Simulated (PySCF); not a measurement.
Adding and removing an electron: BPb

r²SCAN; PySCF, scalar-relativistic core potentials, basis sets B def2-SVP, Pb def2-SVP with ECP60. Neutral (UKS): quartet (σ ↑, π ↑↑), Re = 2.264 Å, ωe = 513 cm⁻¹, De = 2.75 eV, HOMO -5.25 eV, LUMO -3.28 eV.

BPb⁺ (UKS): triplet (σ ↑, π ↑), Re = 2.464 Å, ωe = 397 cm⁻¹. The energies at the minima are -217.63035 hartree for BPb and -217.34434 for BPb⁺.

Q: Work out the adiabatic ionisation energy, without and with harmonic zero-point energies (1 hartree = 27.2114 eV, 1 eV = 8065.5 cm⁻¹), and the change of the bond length.

A: At r²SCAN: 0.28601 hartree = 7.783 eV between the minima; the zero-point term (397.0 − 513.0)/2 cm⁻¹ = -0.007 eV makes it 7.776 eV. Re changes by +20.0 pm against the neutral. The electron leaves a π orbital, and the longer bond of the ion fits a bonding orbital, or a change in how ionic the bond is.

These are scalar-relativistic numbers at best; spin–orbit coupling would shift them, the dissociation energy most. States were picked by a PBE0 search and need not be the measured ground states.
